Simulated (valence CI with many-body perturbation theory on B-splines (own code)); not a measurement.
# V²⁺: fill in the table

Calculated by configuration interaction combined with many-body perturbation theory (CI+MBPT): three valence electrons over a frozen Dirac-Fock core [Ar], radial functions for each j: 9 s, 9 p, 10 d, 8 f, 5 g, 3 h, 1 i, with the one-electron correlation potential Σ1, the two-electron term Σ2, the three-electron term Σ3, Breit, model QED; selected CI, second order for the rest, scaled by the run's own slope (own B-spline code, finite nucleus).

Against 63 measured levels this calculation errs by 855 cm⁻¹ on average and by 1608 at most. These come from a selection out of Sugar and Corliss, J. Phys. Chem. Ref. Data 7, 1191 (1978). Levels without a partner in it may be off by more, other configurations by 1,000 to 8,000 cm⁻¹. 1 measured level below the end of the list, from 89458 cm⁻¹ on, found no clear computed partner, and computed levels of the same name lie up to 1940 cm⁻¹ from them.

| Level | E (cm⁻¹) |
| --- | --- |
| 3d³ ⁴F_3/2 | 0.0 |
| 3d³ ⁴F_5/2 | 143 |
| 3d³ ⁴F_7/2 | ? |
| 3d³ ⁴F_9/2 | ? |
| 3d³ ⁴P_1/2 | 11807 |
| 3d³ ²G_7/2 | ? |
| 3d³ ⁴P_3/2 | 11884 |
| 3d³ ⁴P_5/2 | ? |
| 3d³ ²G_9/2 | 12100 |
| 3d³ ²P_3/2 | 15939 |
| 3d³ ²P_1/2 | 15940 |
| 3d³ ²H_9/2 | ? |
| 3d³ ²H_11/2 | ? |
| 3d³ ²D_3/2 [a] | 16764 |
| 3d³ ²D_5/2 [a] | 16832 |
| 3d³ ²F_7/2 | 27850 |
| 3d³ ²F_5/2 | 27966 |
| 3d²4s ⁴F_3/2 | 42888 |
| 3d³ ²D_5/2 [b] | 42958 |
| 3d²4s ⁴F_5/2 | 43056 |

Letters in brackets count levels of one name in rising energy.

Question: The levels stand in rising order. What does the calculation give for the missing energies?

Answer: 3d³ ⁴F_7/2 337; 3d³ ⁴F_9/2 577; 3d³ ²G_7/2 11882; 3d³ ⁴P_5/2 12060; 3d³ ²H_9/2 16381; 3d³ ²H_11/2 16546.
